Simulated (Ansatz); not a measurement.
System: sum formula H₂Si₂OCl₄ (charge 0, singlet). 
Geometry from a B3LYP-D3(BJ)/def2-TZVP (Ansatz, a quantum-chemistry and plane-wave program) optimisation:
```
O
Si 1 1.6248
Si 1 1.6248 2 145.80
H 3 1.4615 1 108.98 2 -158.43
H 2 1.4615 1 108.98 3 -158.43
Cl 2 2.0423 5 109.58 1 119.64
Cl 3 2.0423 4 109.58 1 119.64
Cl 2 2.0434 5 109.86 1 -120.20
Cl 3 2.0434 4 109.86 1 -120.20
```

Total electronic energies in hartree. Valence correlation only, unless marked. Spin-orbit coupling is left out. No relativistic terms. CBS marks a two-point X^-3 extrapolation of the correlation energy; Hartree-Fock from the larger set. [CCSD(T)-MP2]/basis is that difference in the basis named.

| level | program | energy (Eh) |
|---|---|---|
| RI-HF/aug-cc-pV(T+d)Z | Ansatz | -2492.38423 |
| BLYP-D4/def2-TZVPD | Ansatz + dftd4 | -2496.64111 |
| r2SCAN/def2-TZVPD | Ansatz | -2496.44402 |
| r2SCANh-D4/def2-TZVPD | Ansatz + dftd4 | -2496.43568 |
| B2PLYP-D3(BJ)/def2-TZVPD | Ansatz + dftd3 | -2495.85668 |
| MP2/STO-3G | Ansatz | -2464.94561 |
| MP2/CBS(cc-pV(T+d)Z,cc-pV(Q+d)Z) | Ansatz | -2493.8211 |
| RI-MP2/CBS(aug-cc-pV(T+d)Z,aug-cc-pV(Q+d)Z)+[CCSD(T)-MP2]/aug-cc-pV(D+d)Z | Ansatz | -2493.9239 |
| CCSD(T)/CBS(cc-pV(T+d)Z,cc-pV(Q+d)Z) | Ansatz | -2493.9514 |

Totals of different functionals don't rank their quality; only differences between species are comparable.
